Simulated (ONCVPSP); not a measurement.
# Pseudopotential generation for Mo: ONCV, LDA (Perdew-Wang 92), scalar-relativistic.

| Item | Value |
| --- | --- |
| Element | Mo (Z = 42) |
| Generator | ONCVPSP 4.0.1 |
| Type | optimised norm-conserving Vanderbilt (ONCV) |
| Functional | LDA (Perdew-Wang 92) |
| Relativity | scalar-relativistic |
| Frozen core | [Ar] 3d10 |
| Valence charge | 14 |
| Reference configuration | 4s2 4p6 4d5.5 5s0.5 |
| Partial waves | 4s+5s: rc 2.10 bohr, ncon 4, nbas 8, qcut 6.3 1/bohr, 2 projectors; 4p: rc 1.60 bohr, ncon 4, nbas 8, qcut 10.3 1/bohr, 2 projectors, debl 1.3 Ha; 4d: rc 2.40 bohr, ncon 3, nbas 7, qcut 7 1/bohr, 1 projector |
| Local potential | polynomial inside 1.20 bohr (lpopt 5, dvloc0 3 Ha) |
| Core correction | none |

In the p channel the program set the typed energies aside and used -1.379, 0.250 Ha.

All-electron outer shells of the reference configuration (LDA (PZ), scalar-relativistic, ld1.x):

| shell | level (eV) | outermost node (bohr) | outermost maximum (bohr) |
| --- | --- | --- | --- |
| 3d | -220.12 | – | 0.32 |
| 4s | -63.30 | 0.51 | 0.99 |
| 4p | -37.51 | 0.52 | 1.06 |
| 5s | -4.00 | 1.35 | 2.97 |
| 4d | -3.17 | 0.53 | 1.40 |

Does the generator finish with these settings?

Yes, a potential is produced and its reference levels are reproduced.

Estimate the cutoffs (Ha) at which the residual kinetic energy of the hardest occupied pseudo-wave falls to 1 and 0.1 mHa per electron.

29 Ha and 35 Ha.

Does the potential have ghost states?

No bound ghost flagged; no localised positive-energy state flagged.

Which valence shell sets the plane-wave cutoff?

4p: 29 Ha for 1 mHa per electron, against 15 Ha for 4d.

Tests: 4s2 4p6 4d5 5s1; 4s2 4p6 4d5 5s0; 4s2 4p6 4d4 5s0; 4s2 4p6 4d6 5s0. Which has the largest error in its energy relative to the reference configuration, and how large is it?

4s2 4p6 4d5 5s1, with +1.0 meV (all-electron minus pseudo) on -0.31 eV.
